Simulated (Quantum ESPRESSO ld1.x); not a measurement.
Problem. These are the eigenvalues of the occupied orbitals of an atom or ion with whole-number occupations (Ry). Method: scalar-relativistic Kohn-Sham, LDA (Slater exchange, Perdew-Zunger correlation), spin-polarised, spherical densities, point nucleus; computed with ld1.x of Quantum ESPRESSO 7.5.

orbital  eigenvalue
1s up      -3817.73
1s down    -3817.48
2s up      -835.328
2s down    -835.092
2p up      -774.586
2p down    -774.308
3s up      -338.195
3s down    -337.351
3p up      -319.818

Which element is it, and in what charge state? The configuration may be excited. Open shells, if any, are filled with parallel spins first.

Solution. Z = 63, europium, charge +50: Eu50+ in [Ne] 3s2 3p1. The list shows which subshells hold electrons but not how many an open one holds; the 1s level, -1908.9 hartree, gives Z - s = 61.8 by -(Z - s)^2/2, which with screening and relativity narrows Z to a few neighbours, and the depths of the outer levels then fix element, charge and occupations together.
